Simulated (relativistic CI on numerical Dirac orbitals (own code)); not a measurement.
## Sensitivity of the levels of Mo V to α and to the nuclear radius

These numbers are calculated, not measured: Dirac-Coulomb-Breit CI, orbitals from a KLI potential per configuration, valence Slater integrals scaled by 0.85, P86 correlation energy added to each configuration, derivatives by finite differences, QED left out (own radial code, finite nucleus).

Configuration list (outside the closed core [Ar] 3d10 4s2): 4p6.4d2, 4p6.4d.5s, 4p6.4d.4f, 4p6.4d.5p, 4p5.4d3, 4p6.5s2, 4p6.4f2, 4p6.4d.5d. Levels of other configurations are missing.

With x = (α/α₀)² − 1 an excitation energy changes as ω = ω₀ + qx; K = 2q/ω₀ is the relative enhancement. Terms are leading LS components, so labels can repeat. The field-shift factor is F = δν/δ⟨r²⟩ for the transition from the lowest level.

Lowest level 4p6.4d2 3F_2.

```tsv
Level	ω₀ (cm⁻¹)	q (cm⁻¹)	K	F (GHz/fm²)
4p6.4d2 3F_3	1458.4	1533	2.1	0.0205
4p6.4d2 3F_4	3131.7	3086	1.97	0.0427
4p6.4d2 1D_2	10594.6	1141	0.215	0.107
4p6.4d2 3P_0	11573.9	737.5	0.127	0.047
4p6.4d2 3P_1	12164.1	1456	0.239	0.0566
4p6.4d2 3P_2	13633.8	3167	0.465	0.0965
4p6.4d2 1G_4	16684.9	1913	0.229	0.0759
4p6.4d2 1S_0	37147.6	1847	0.0994	0.212
4p6.4d.5s 3D_1	97200.0	-10640	-0.219	6.75
4p6.4d.5s 3D_2	97926.4	-10100	-0.206	6.75
4p6.4d.5s 3D_3	99521.0	-8414	-0.169	6.79
4p6.4d.5s 1D_2	104770.2	-8274	-0.158	6.32
4p6.4d.5p 1D°_2	151091.9	-7816	-0.103	1.45
4p6.4d.5p 3D°_1	152732.6	-7024	-0.092	1.43
4p6.4d.5p 3D°_2	154120.1	-5372	-0.0697	1.47
4p6.4d.5p 3F°_2	154947.3	-4698	-0.0606	1.41
4p6.4d.5p 3F°_3	154969.3	-5533	-0.0714	1.47
4p6.4d.5p 3D°_3	156627.8	-3370	-0.043	1.42
4p6.4d.5p 3F°_4	158636.2	-2199	-0.0277	1.44
4p6.4d.5p 3P°_1	160457.2	-4938	-0.0616	1.42
4p6.4d.5p 3P°_0	160761.9	-4416	-0.0549	1.41
4p6.4d.5p 3P°_2	161483.6	-3401	-0.0421	1.45
4p6.4d.5p 1F°_3	164054.7	-3638	-0.0444	1.43
```

At this charge configurations can still be misplaced by up to about 7 % of their energy.
